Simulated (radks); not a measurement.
All-electron atom: Tc+ in [Kr] 4d5 7s1 (not the ground configuration). Method: scalar-relativistic Kohn-Sham, r2SCAN, spin-polarised, spherical densities, finite nucleus; open shells are filled with parallel spins first (spin-orbit coupling, left out, can overturn this in heavy ions); meta-GGA in the generalised Kohn-Sham scheme; Fermi nuclear charge, rms radius 4.4112 fm; computed with a radial shooting solver on a logarithmic mesh with Libxc functionals.

Normalised radial functions P(r) = r R(r), r in bohr:

```
   r/bohr * 3d down, o 4s up, + 7s up (the largest magnitude, 1.56, reaches the edge; | marks zero, & curves that meet)
 0.005091                             & o
 0.007067                             &  o
 0.009811                             &   o
  0.01362                             &   o
  0.01891                             &   o
  0.02625                             &  o
  0.03643                             +&
  0.05058                            o+ *
  0.07021                        o   +|   *
  0.09746                      o     +|       *
   0.1353                        o    +             *
   0.1878                             + o                  *
   0.2607                             |+       o                 *
   0.3619                             |+       o                 *
   0.5024                            o+                    *
   0.6975               o           + |           *
   0.9682         o                  +|   *
    1.333               o             |&
    1.851                       o     *  +
     2.57                            o* +
    3.567                            +&
    4.952                         +   &
    6.874                           + &
    9.542                             &   +
    13.25                             &     +
    18.39                             & +
    25.53                             &
    35.44                             &
```

3d down: eigenvalue -264.95 eV, 0 radial nodes, <r> = 0.399 bohr, 90 % of the charge inside 0.635 bohr. 4s up: eigenvalue -90.201 eV, 3 radial nodes at r = 0.0434, 0.174, 0.496 bohr, <r> = 1.07 bohr, 90 % of the charge inside 1.55 bohr. 7s up: eigenvalue -2.907 eV, 6 radial nodes at r = 0.0433, 0.173, 0.478, 1.23, 3.19, 7.55 bohr, <r> = 11.7 bohr, 90 % of the charge inside 16.0 bohr.
